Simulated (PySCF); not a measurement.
## Ionisation energy of Si(12+) by level of theory

Si(12+) 1s2 → Si(13+) 1s1 [1s1/2^1, M_J = 1/2], as a difference of total energies. Computed with PySCF 2.14 in an uncontracted even-tempered set (15 s from 8 bohr⁻², ratio 2.4; 8 p from 10 bohr⁻², ratio 2.4; 3 d from 34 bohr⁻², ratio 2.6; 3 f from 51 bohr⁻², ratio 2.6), with the two-component X2C-1e Hamiltonian. Correlated levels: nothing frozen; the 28 highest virtual spinors dropped. "Screened" scales the spin-orbit matrix elements by Boettger's factors to mimic the two-electron term; Breit and QED terms are absent.

| method | ionisation energy (eV) | difference from reference (eV) |
| --- | --- | --- |
| GHF (screened spin-orbit) | 2437.3 | -0.4 |
| GMP2 (screened spin-orbit) | 2438.5 | +0.8 |
| GHF (bare spin-orbit) | 2437.3 | -0.4 |
| GMP2 (bare spin-orbit) | 2438.5 | +0.8 |

Reference: 2437.7 eV (theoretical estimate listed by NIST; NIST Atomic Spectra Database, ionization energies).
